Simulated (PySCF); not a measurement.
diboron tetrafluoride (B₂F₄), SMILES FB(F)B(F)F. Heavy atoms are numbered as in [F:1][B:2]([F:3])[B:4]([F:5])[F:6].

The structure is a stationary point at PBE0-D3(BJ)/def2-SVP. One conformer was computed; it need not be the lowest.

Level of theory: B3LYP/pcSseg-1 in PySCF.

GIAO shieldings, no solvent; atoms alike by connectivity are averaged. δ = σ(ref) − σ: ¹⁹F against CFCl3 (σ = 161.7 ppm); ¹¹B against BF3 (σ = 86.3 ppm), references at their B3LYP-D3(BJ)/def2-TZVP geometries, non-relativistic.

| nucleus | atoms | count | δ (ppm) |
|---|---|---|---|
| ¹⁹F | F1 | 4 | -49.3 |
| ¹¹B | B2 | 2 | 12.2 |
